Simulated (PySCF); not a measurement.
A GIAO shielding run with PySCF 2.14.0 with density-fitted response routines (density fitting, non-relativistic, gas phase) on `F[Si@@H]1CC(=S)[C@@H](C[SiH3])C1`, C$_{5}$H$_{11}$FSSi$_{2}$:

```
$ OMP_NUM_THREADS=1 python probes_run.py task.json out

{"job": {"kind": "nmr", "xc": "PBE0", "basis": "pcSseg-1"}, "charge": 0, "multiplicity": 1}
F     -3.686495    -0.573573     0.073382
Si    -2.235546    -0.026474     0.525400
C     -1.411266     0.930753    -0.900381
C     -0.321398     0.028367    -1.372486
S      0.172628    -0.040712    -2.915900
C      0.243134    -0.849914    -0.296546
C      1.165163    -0.034131     0.619334
Si     2.609481     0.822863    -0.289049
C     -0.947312    -1.421774     0.496410
H     -2.479053     0.700324     1.758296
H     -0.957619     1.856040    -0.538400
H     -2.064999     1.209589    -1.725931
H      0.833180    -1.650604    -0.752331
H      1.566248    -0.710866     1.376847
H      0.567107     0.706679     1.155031
H      3.537549     1.303093     0.737156
H      2.104905     1.964477    -1.052215
H      3.271303    -0.142243    -1.162461
H     -1.355990    -2.287115    -0.030361
H     -0.616169    -1.774099     1.471777
```

Hardware: 1 thread of an Arm Neoverse N1, shared host. The job also computes population analyses, field gradients, ring-centre shieldings.

(1) How large is the calculation?

(2) How long does it take, and how much memory does it need?

Answers

(1) 94 electrons, 229 basis functions and 1257 auxiliary functions.

(2) 2.3 min of wall time, with 14 SCF cycles and 5 response iterations; peak memory 1 GiB. Times on a shared host scatter by some tens of per cent.
